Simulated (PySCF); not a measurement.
C4H10S, SMILES CCSCC. Atoms are numbered in the order given.

```xyz
15

C      2.5449    -0.0751    -0.2630
C      1.1031     0.2889    -0.5652
S      0.0491    -0.1602     0.8443
C     -1.5608     0.4453     0.2682
C     -2.1867    -0.3685    -0.8497
H      2.9082     0.4528     0.6318
H      3.1970     0.1945    -1.1076
H      2.6512    -1.1559    -0.0835
H      1.0043     1.3720    -0.7490
H      0.7574    -0.2366    -1.4698
H     -1.4556     1.5059    -0.0160
H     -2.1967     0.4241     1.1672
H     -2.2983    -1.4212    -0.5510
H     -1.5742    -0.3421    -1.7638
H     -3.1823     0.0265    -1.1089
```

Coordinates come from a PBE0-D3(BJ)/def2-SVP optimisation. The values are those of a single conformer.

Level of theory: CAM-B3LYP/def2-TZVP in PySCF.

```yaml
total_energy: -556.62044 hartree
highest_occupied_level: -7.55 eV
lowest_empty_level: 1.79 eV
orbital_gap: 9.34 eV
dipole_moment: 1.60 D
quadrupole, principal values (traceless, Buckingham form, about the centre of nuclear charge): -3.32, -1.62, 4.94 D·Å
mean_static_polarisability: 69.6 bohr³ (10.32 Å³)
polarisability_principal_values: 58.2, 64.8, 85.9 bohr³
```
